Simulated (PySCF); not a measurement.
PySCF input file for Ge(Cl)2(Me)(OH) (CH4Cl2GeO), SMILES [CH3][Ge]([OH])([Cl])[Cl], C-PCM-M06-2X/def2-SVP. Geometry: B3LYP-D3(BJ)/def2-SVP. The structure was generated by enumeration, and PubChem lists no compound with its InChIKey, so it may never have been made. One conformer was computed; it need not be the lowest.

```python
import numpy as np
from pyscf import gto, scf, dft
from pyscf.solvent import pcm

mol = gto.M(
    atom='''
    C     1.19328325    1.75628398   -0.00000000
    Ge   -0.06131164    0.28773977   -0.00000000
    O    -1.70368922    0.94010613   -0.00000001
    Cl    0.19249021   -0.98875331    1.73843146
    Cl    0.19249021   -0.98875332   -1.73843145
    H     1.02943344    2.36614800   -0.89955454
    H     2.21797695    1.36118202    0.00000000
    H     1.02943344    2.36614801    0.89955454
    H    -2.38972410    0.25790904    0.00000000
    ''',
    basis='def2-SVP',
    charge=0,
    spin=0,
    max_memory=1600,
    verbose=3,
)
mf = dft.RKS(mol, xc='m06-2x').density_fit(auxbasis='def2-universal-jkfit')
mf.grids.level = 4
mf.conv_tol = 1e-9
mf.max_cycle = 100
mf.kernel()
res = {}
for name, eps in {'water': 78.355, 'ethylethanoate': 5.9867, 'ethanol': 24.852}.items():
    s = mf.PCM()
    s.with_solvent.method, s.with_solvent.eps, s.with_solvent.lebedev_order = 'C-PCM', eps, 29
    s.kernel(mf.make_rdm1())
    res[name] = (s.e_tot, eps, s.dip_moment(), s.mo_energy, s.converged)
    print(f'{name}: electrostatic solvation free energy {(s.e_tot - mf.e_tot) * 627.509474:.3f} kcal/mol')
```

Output:

```
converged SCF energy = -3112.56710610893

WARN: PCM is an experimental feature. It is still in testing.
Features and APIs may be changed in the future.

converged SCF energy = -3112.57685308578
Dipole moment(X, Y, Z, Debye):  0.21599,  1.75314,  0.00000
water: electrostatic solvation free energy -6.116 kcal/mol

WARN: PCM is an experimental feature. It is still in testing.
Features and APIs may be changed in the future.

converged SCF energy = -3112.57521027438
Dipole moment(X, Y, Z, Debye):  0.20964,  1.68226,  0.00000
ethylethanoate: electrostatic solvation free energy -5.085 kcal/mol

WARN: PCM is an experimental feature. It is still in testing.
Features and APIs may be changed in the future.

converged SCF energy = -3112.57655686482
Dipole moment(X, Y, Z, Debye):  0.21481,  1.74013,  0.00000
ethanol: electrostatic solvation free energy -5.930 kcal/mol
```

The run converged.
